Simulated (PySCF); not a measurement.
One molecule, a ladder of functionals, a line

Molecule: `[SiH3]C#C[SiH2]Cl`, C2H5ClSi2.

Structure with atom numbers: `[SiH3:1][C:2]#[C:3][SiH2:4][Cl:5]`. Each H is labelled by its parent atom.

GIAO shieldings (ppm, equivalent atoms averaged) in PySCF on the PBE0-D3(BJ)/def2-SVP geometry, basis pcSseg-2, gas phase, non-relativistic:

```tsv
functional	exact exchange (%)	σ(Si4)	σ(Si1)	σ(C3)	σ(Cl5)
BLYP	0	364.1	416.2	58.2	937.5
BP86	0	372.4	424.3	61.7	948.7
PBE	0	373.5	426.4	61.1	949.0
B3LYP	20	376.1	425.5	61.0	955.0
mPW1PW91	25	387.3	435.6	64.3	968.6
BHandHLYP	50	395.0	440.1	65.1	975.3
HF	100	431.4	468.8	72.9	1004.3
```

(1) Fit each shielding as a line in the percentage of exact exchange.

(2) What does the line predict for PBE0 (25 %), and what does the run give?

Results:

(1) σ(Si4) = 368.9 + 0.60 x (rms 4.0 ppm); σ(Si1) = 421.2 + 0.46 x (rms 4.0 ppm); σ(C3) = 60.0 + 0.12 x (rms 1.3 ppm); σ(Cl5) = 946.1 + 0.59 x (rms 4.8 ppm). The functionals also differ in their semilocal parts, which the line can't hold; Hartree–Fock has no correlation at all.

(2) σ(Si4): 383.9 predicted, 388.5 computed; σ(Si1): 432.7 predicted, 437.6 computed; σ(C3): 63.0 predicted, 64.7 computed; σ(Cl5): 960.9 predicted, 969.6 computed ppm.
